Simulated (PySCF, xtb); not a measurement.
C₂H₃Cl₂FSi, SMILES FC([SiH3])=C(Cl)Cl.

Harmonic wavenumbers (cm⁻¹) from GFN2-xTB (xtb) at its own minimum, in rising order: 97, 109, 128, 201, 280, 290, 354, 434, 466, 561, 568, 749, 757, 761, 777, 862, 1140, 1618, 2295, 2296, 2310.

Q: What does PBE-D3(BJ)/def2-SVP (PySCF) give at its own minimum? (Estimate from the structure and the level; the computed values follow.)

A: 90, 106, 132, 228, 283, 303, 364, 474, 479, 614, 646, 792, 874, 899, 904, 941, 1179, 1600, 2175, 2183, 2196. Paired by order, the mean absolute difference is 55 cm⁻¹ and the zero-point energies are 24.4 and 25.0 kcal/mol.
